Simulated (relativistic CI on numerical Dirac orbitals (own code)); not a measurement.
Hyperfine structure of Hf⁶¹⁺, mass number 177

Method of calculation: Dirac-Coulomb-Breit CI, KLI orbitals optimised for each configuration, QED by a radiative potential, unscaled Slater integrals (own radial code, finite nucleus).

Configuration list (outside the closed core [Ne]): 3s, 3p, 3d, 4s, 4p, 4d, 4f, 5s, 5p, 5d, 5f, 5g, 6s, 6p, 6d. Levels of other configurations are missing.

Nuclear spin I = 7/2, μ = 0.791 μN, Q = 3.37 b (tables of Stone and Pyykkö). The electronic factors are computed for point nuclear moments, without core polarisation or the Bohr-Weisskopf and QED corrections.

```csv
Level,E (Ry),A (GHz),B (GHz)
3s ²S1/2,0.000,1225,
3p ²P°1/2,11.253,397.3,
3p ²P°3/2,35.389,46.14,1390
3d ²D3/2,48.669,24.85,252
3d ²D5/2,54.168,9.921,309
4s ²S1/2,223.594,501.9,
4p ²P°1/2,228.244,165,
4p ²P°3/2,238.123,19.41,588
```

Levels with J = 0, under 50 % of one LS term, or S terms without an open s electron are left out. Small factors come from cancelling terms and can be off by tens of per cent or more.

At this charge energies of transitions that change n are usually good to better than 1 %, and those within a shell (Δn = 0) to a few per cent.

**Question.** Give the hyperfine levels of 3s ²S1/2 relative to its centre of gravity.

**Answer.** With K = F(F + 1) − I(I + 1) − J(J + 1), E = AK/2: F = 3: -2756, F = 4: 2144 GHz.
